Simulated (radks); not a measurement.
Ionisation of the lithium ion Li+, [He], to 1s1 as the strength of local exchange is varied. Method: Dirac Kohn-Sham, Slater X-alpha exchange (alpha = 2/3 is LDA exchange), no correlation, spin-unpolarised, spherical densities, point nucleus; computed with a radial shooting solver on a logarithmic mesh with Libxc functionals.

| alpha | E(Li+) (hartree) | exchange (hartree) | IE (eV) | -e of the level emptied (eV) | <r> of it (bohr) |
|---|---|---|---|---|---|
| 0.553 | -6.77464 | -1.13096 | 72.686 | 54.239 (1s1/2) | 0.6006 |
| 0.571 | -6.81151 | -1.17146 | 73.244 | 54.784 (1s1/2) | 0.5985 |
| 0.667 | -7.01012 | -1.39138 | 76.257 | 57.740 (1s1/2) | 0.5876 |
| 0.751 | -7.18661 | -1.58922 | 78.944 | 60.387 (1s1/2) | 0.5784 |
| 0.756 | -7.19719 | -1.60115 | 79.106 | 60.547 (1s1/2) | 0.5779 |

NIST Atomic Spectra Database: 75.640 eV (theoretical). The Delta-SCF value meets it near alpha = 0.65. Spin polarisation and multiplet splitting are left out, so open shells lie too high by an amount that depends on their filling.

Beside tabulated values, note that spin-unpolarised runs miss the spin-polarisation part of the exchange energy of open shells.
